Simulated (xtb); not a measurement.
Harmonic IR lines of one isomer of C$_{4}$H$_{8}$Si, unscaled. Calculation: xtb with GFN2-xTB.

wavenumber (cm⁻¹): 515 (w), 563 (w), 620 (w), 784 (m), 793 (m), 799 (s), 886 (w), 2234 (vs), 2255 (m), 3019 (w), 3059 (w), 3111 (w), 3124 (w)

Question: Identify which structure gives these lines.
(A) `C=CC(=C)[SiH3]`
(B) `C=C/C=C/[SiH3]`
(C) `C=C/C=C\[SiH3]`

Answer: A, `C=CC(=C)[SiH3]`
